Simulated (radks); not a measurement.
Problem. Spherical quantum dot in the effective-mass picture: electrons in a well V = -V0 / (1 + exp((r - R)/a)) with V0 = 55.2, R = 1.59, a = 0.066, all in effective atomic units (hartree* = m*/eps^2 hartree, bohr* = eps/m* bohr), one dielectric constant everywhere. Calculated with a radial shooting solver with Libxc functionals: non-relativistic Kohn-Sham, LDA (Slater exchange, Perdew-Wang correlation), spin-polarised, spherical densities. Levels are named by radial order and angular momentum (1s, 1p, 1d, 2s, ...), and open shells are averaged over m. At N = 29 the configuration is 1s2 1p6 1d10 2s(up 1, down 0) 1f(up 7, down 3). Does electron 30 go into 1g up or 1f down or 2s down?

Solution. Into 1f down. The total energies of the other choices lie higher by 0.309 hartree* (2s down), 2.93 hartree* (1g up).
